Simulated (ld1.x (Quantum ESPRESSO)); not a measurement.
# Building the ultrasoft potential for N (PW91, scalar-relativistic).

```json
{"Element": "nitrogen", "Generator": "ld1.x (Quantum ESPRESSO) 7.5", "Type": "ultrasoft", "Functional": "PW91", "Relativity": "scalar-relativistic", "Frozen core": "[He]", "Valence charge": "5", "Reference configuration": "2s2 2p3", "Partial waves": "2s (bound): rcut 0.65, rcutus 0.90 bohr; 2s channel at -0.75 Ry: rcut 0.65, rcutus 0.90 bohr; 2p (bound): rcut 1.20, rcutus 1.65 bohr; 2p channel at 1.4 Ry: rcut 1.20, rcutus 1.65 bohr", "Local potential": "all-electron potential smoothed inside 1.00 bohr (lloc = -1)", "Core correction": "none", "Augmentation charge": "PSQ, radius 0.55 bohr"}
```

All-electron outer shells of the reference configuration (PW91, scalar-relativistic, ld1.x):

| shell | level (eV) | outermost node (bohr) | outermost maximum (bohr) |
| --- | --- | --- | --- |
| 1s | -385.08 | – | 0.15 |
| 2s | -18.63 | 0.32 | 1.02 |
| 2p | -7.16 | – | 0.97 |

What the tests gave:

```
Cutoffs needed                            : 35 Ry and 50 Ry (the cutoffs (Ry, on a coarse ladder) from which the occupation-weighted sum of valence levels, in a spherical-Bessel basis at the reference potential, stays within 10 and 1 mRy of its value at 400 Ry)
Ghost test                                : no extra level below or beside the all-electron valence levels (s, p, d, f tested) (spherical-Bessel basis up to 400 Ry, 20 bohr box)
Largest excitation error                  : +551 meV (all-electron minus pseudo) for 2s1 2p0, out of 7 test configurations
Lowest eigenvalue of the overlap operator : 0.55 (s channel)
Density cutoff estimated by the generator : 986 Ry
```

Generation and tests took about 0.71 s on one core of a shared server CPU.
